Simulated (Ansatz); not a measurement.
Computed with Ansatz on PBE0-D4/def2-TZVP structures; ΔE is electronic, products minus reactants. CBS: MP2 limit from def2 TZ/QZ plus the TZ coupled-cluster correction, frozen cores. This one scheme is used for every species. Functionals use def2-TZVPP. For Ge outer-core shells are correlated without core-valence functions, which leaves a few kJ/mol of doubt a bond. Scalar relativity is left out up to krypton. One conformer a species, not always the lowest.

`BNB` + `O[SiH2][GeH3]` → `BO[SiH2][GeH3]` + `BN`  (ligand exchange at a B–N bond)

`BNB`:

```xyz
8

B    -0.385   -0.754   -0.948
N    -0.121    0.427   -0.211
B     0.461    0.486    1.080
H    -0.100   -1.806   -0.460
H    -0.882   -0.672   -2.033
H    -0.370    1.306   -0.644
H     0.633    1.550    1.600
H     0.765   -0.537    1.616
```

`O[SiH2][GeH3]`:

```xyz
9

O    -1.623   -1.056    0.245
Si   -0.290   -0.623   -0.631
Ge    0.846    1.037    0.630
H    -2.202   -1.724   -0.126
H     0.601   -1.794   -0.873
H    -0.674   -0.087   -1.970
H     2.105    1.490   -0.131
H     1.283    0.489    1.999
H    -0.047    2.267    0.857
```

`BO[SiH2][GeH3]`:

Cartesian coordinates in Å:
```
B -2.074 0.475 -0.074
O -1.136 0.957 0.762
Si 0.495 0.661 0.912
Ge 1.290 -0.925 -0.681
H -3.198 0.873 0.046
H -1.776 -0.334 -0.916
H 1.192 1.961 0.743
H 0.725 0.171 2.294
H 1.079 -0.436 -2.122
H 0.602 -2.289 -0.514
H 2.800 -1.114 -0.450
```

`BN`:

Z-matrix (Å, degrees):
```
B
N 1 1.385
H 1 1.197 2 119.0
H 1 1.197 2 119.0 3 -180.0
H 2 1.006 1 123.2 3 -0.0
H 2 1.006 1 123.2 3 180.0
```

**Question.** Is it downhill or uphill in electronic energy at CCSD(T)/CBS, and by how much? (Best estimate.)

**Answer.** Computed: Downhill: ΔE = -0.39 eV.

**Question.** What do these levels give: ωB97M-V, r2SCAN, CCSD/def2-TZVPP, MP2/def2-QZVPP, HF/CBS(def2), CCSD/CBS(def2)? (Estimate.)

**Answer.** Computed: ωB97M-V -0.41, r2SCAN -0.42, CCSD/def2-TZVPP -0.40, MP2/def2-QZVPP -0.38, HF/CBS(def2) -0.36, CCSD/CBS(def2) -0.38 eV.

Largest T1 diagnostic among the species: 0.013.

In def2-TZVPP, CCSD(T) changes the Hartree–Fock value by −0.05 eV (the triples alone add −0.01 eV) and MP2 by −0.03 eV.
